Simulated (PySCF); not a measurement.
BSb⁻: energy against distance

Set-up: PySCF, scalar-relativistic core potentials, basis sets B aug-cc-pVDZ, Sb aug-cc-pVDZ-PP with ECP28. Energies in eV from B + Sb⁻ in their ground configurations at the same level. State: ²Σ⁺ (doublet), unpaired electrons σ ↑.

| R (Å) | BLYP | BP86 |
| --- | --- | --- |
| 1.736 | -2.485 | -2.771 |
| 1.816 | -3.203 | -3.475 |
| 1.897 | -3.623 | -3.881 |
| 1.958 | -3.793 | -4.039 |
| 2.018 | -3.868 | -4.101 |
| 2.079 | -3.870 | -4.091 |
| 2.159 | -3.789 | -3.993 |
| 2.260 | -3.598 | -3.780 |
| 2.381 | -3.295 | -3.450 |
| 2.543 | -2.844 | -2.966 |

Problem. Put a parabola through the three lowest points of the BLYP curve and estimate Re, k and ωe (reduced mass 10.09 u; 1 eV/Å² = 0.16022 mdyn/Å; ωe = 1302.8·√(k/μ) cm⁻¹).

Solution. Through R = 2.018, 2.079, 2.159 Å the second-order coefficient is 7.41 eV/Å², so Re ≈ 2.051 Å, k ≈ 2.38 mdyn/Å and ωe ≈ 632 cm⁻¹. A polynomial fit of higher order to the unrounded BLYP energies gives Re = 2.050 Å, k = 2.75 mdyn/Å, ωe = 680 cm⁻¹; anharmonicity and rounding make the difference.

The higher-order fit for each curve: BLYP: Re = 2.050 Å, ωe = 680 cm⁻¹, De = 3.88 eV; BP86: Re = 2.038 Å, ωe = 701 cm⁻¹, De = 4.11 eV.

Spin–orbit coupling is left out, which matters for elements this heavy, above all for dissociation energies. For an ion De counts to the pair picked by the measured ionisation energies or electron affinities, which need not be the lowest pair at this level. The highest Kohn–Sham level is positive in this anion. Much of that is self-interaction error, but it also means that the finite basis helps to hold the extra electron. The state was picked by a PBE0 search and need not be the measured ground state.
